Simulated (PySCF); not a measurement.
# Run times: mercury in x2c-TZVPPall

Measured wall times of calculations with PySCF 2.14 in x2c-TZVPPall (11s7p7d3f1g, 97 functions), with the spin-free X2C one-electron Hamiltonian (Gaussian nucleus), run from one Python driver. Hardware: 1 thread of Neoverse-V2 on a shared host, 1.3 GiB allowed. The two-electron integrals over 97 functions were computed once and kept in memory (6.2 CPU seconds with the set-up); the times below exclude them. Kohn-Sham runs start from converged Hartree-Fock orbitals.

Launch command (the driver calls PySCF for each step listed in the task file):

```bash
OMP_NUM_THREADS=1 python atomrun2.py TASK.json OUT
```

```tsv
species	step	iterations	wall time (s)
Hg⁺ [Xe] 4f14 5d9 6s2	UHF with spin-orbit constants	7	3.2
Hg⁺ [Xe] 4f14 5d9 6s2	LDA	7	2.7
Hg⁺ [Xe] 4f14 5d9 6s2	PBE	6	4.6
Hg⁺ [Xe] 4f14 5d9 6s2	PBE0	7	5.9
Hg⁺ [Xe] 4f14 5d9 6s2	r2SCAN	7	11
Hg⁺ [Xe] 4f14 5d9 6s2	MP2 (11 electrons)		0.52
Hg⁺ [Xe] 4f14 5d9 6s2	MP2 (19 electrons)		0.74
Hg⁺ [Xe] 4f14 5d10 6p1	UHF with spin-orbit constants	9	1.7
Hg⁺ [Xe] 4f14 5d10 6p1	LDA	7	2.8
Hg⁺ [Xe] 4f14 5d10 6p1	PBE	7	5.3
Hg⁺ [Xe] 4f14 5d10 6p1	PBE0	8	6.8
Hg⁺ [Xe] 4f14 5d10 6p1	MP2 (11 electrons)		0.52
Hg⁺ [Xe] 4f14 5d10 6p1	MP2 (19 electrons)		0.74
```

Q: Roughly how long does r2SCAN take for Hg⁺ [Xe] 4f14 5d10 6p1 here?

A: About 12 s.

Peak memory of the process: 0.49 GiB. Times on a shared host vary from run to run.
